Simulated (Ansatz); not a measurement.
Isolated molecules relaxed with PBE0-D4/def2-TZVP in Ansatz; ΔE leaves out vibrations. CCSD(T)/CBS is the MP2 limit (def2-TZVPP, def2-QZVPP) plus CCSD(T) − MP2 in def2-TZVPP, frozen cores. This one scheme is used for every species. DFT in def2-TZVPP. For Se outer-core shells are correlated without core-valence functions, which leaves a few kJ/mol of doubt a bond. Scalar relativity is left out up to krypton. One conformer a species, not always the lowest.

`CB(O)C=[Se]` + CH₃OH → `COB(C)O` + `C=[Se]`  (ligand exchange at a B–C bond)

```
        level  ΔE (kJ/mol)
          PBE        -96.0
HF/def2-TZVPP       -124.2
```

What does CCSD(T)/CBS give? (Estimate.)

The calculation gave: -103.6 kJ/mol. The listed levels differ from it by 7.6, -20.6 kJ/mol.

Largest T1 diagnostic among the species: 0.015.

In def2-TZVPP, CCSD(T) changes the Hartree–Fock value by +17.7 kJ/mol (the triples alone add +3.2 kJ/mol) and MP2 by +20.9 kJ/mol. From PBE to PBE0 (25 % exact exchange), in def2-TZVPP and without D4, ΔE moves by −4.7 kJ/mol.
